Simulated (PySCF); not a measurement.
Xe⁺ (xenon, charge +1) across methods

[Kr] 4d10 5s2 5p4 5d1, one real determinant (an excited configuration). Calculation: PySCF 2.14, in aug-cc-pVTZ-PP with ECP28MDF; scalar relativity through the core potential. The B2PLYP total includes its PT2 part (frozen core); its orbital energies are those of the SCF part.

```
   method  E (hartree)  mean ε 5p α (eV)  mean ε 5p β (eV)  mean ε 5d α (eV)  Σ⟨r²⟩ (bohr²)   ⟨S²⟩
     PBE0    -328.4928           -21.164           -19.410            -7.142          54.34  3.755
      PBE    -328.4639           -19.624           -18.091            -6.372          54.48  3.753
      UHF   -327.46284           -24.915           -22.350            -9.056          54.77  3.763
      LDA    -328.0155           -19.753           -18.288            -6.288          54.67  3.752
  wB97M-V    -328.4630           -23.405           -21.707            -8.700          54.62  3.753
   B2PLYP    -328.2014           -22.437           -20.526            -7.677          54.68  3.756
   r2SCAN    -328.5964           -20.181           -18.474            -6.445          54.40  3.756
  r2SCAN0    -328.5738           -21.542           -19.680            -7.177          54.34  3.757
CAM-B3LYP    -328.4772           -22.458           -20.871            -8.011          54.53  3.753
```

⟨L²⟩ = 8.03 against 12 for a pure F term, so this real determinant mixes terms. Energies and moments cover only the electrons outside the core potential. The outer electron is Rydberg-like, and this basis confines it to a smaller radius and binds it less than a complete one would.
